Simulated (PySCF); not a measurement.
# Cu: interval between two levels

Cu [Ar] 3d10 4s1 [2S1/2, M_J = 1/2] → Cu [Ar] 3d10 4p1 [2P3/2, M_J = 3/2], as a difference of total energies. Calculation: PySCF 2.14, in x2c-TZVPall-2c with one added diffuse shell each of s, p, d type (7s8p5d1f, 63 functions); the two-component X2C-1e Hamiltonian. Correlated levels: [Ne] frozen; the 6 highest virtual spinors dropped. "Screened" scales the spin-orbit matrix elements by Boettger's factors to mimic the two-electron term; Breit and QED terms are absent.

```tsv
method	interval between two levels (cm⁻¹)
GHF (spin-free)	26159
GMP2 (spin-free)	30728
GHF (screened spin-orbit)	26224
GMP2 (screened spin-orbit)	30817
```

Errors of the correlated levels include the incompleteness of this basis and the frozen core.

For comparison: 30784 cm⁻¹ (measured; NIST Handbook of Basic Atomic Spectroscopic Data (Sansonetti and Martin, J. Phys. Chem. Ref. Data 34, 1559 (2005))).
